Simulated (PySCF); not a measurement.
## Ionisation energy of Si⁺ by level of theory

Si⁺ [Ne] 3s2 3p1 (2P) → Si²⁺ [Ne] 3s2 (1S), as a difference of total energies. Calculation: PySCF 2.14, in x2c-QZVPPall with one added diffuse shell each of s, p, d, f type (10s7p5d3f1g, 86 functions); the spin-free X2C one-electron Hamiltonian (Gaussian nucleus). Correlated levels: valence: [Ne] frozen. The calculations carry no spin-orbit coupling.

```json
{"method": "UHF", "ionisation energy (eV)": "15.835", "error (eV)": "-0.487"}
{"method": "MP2 (valence)", "ionisation energy (eV)": "16.129", "error (eV)": "-0.193"}
{"method": "SCS-MP2 (valence)", "ionisation energy (eV)": "16.120", "error (eV)": "-0.202"}
{"method": "CCSD (valence)", "ionisation energy (eV)": "16.231", "error (eV)": "-0.091"}
{"method": "CCSD(T) (valence)", "ionisation energy (eV)": "16.263", "error (eV)": "-0.059"}
```

Reference: 16.322 eV (measured; NIST levels, between the centres of gravity of the two terms).

Errors of the correlated levels include the incompleteness of this basis and the frozen core.
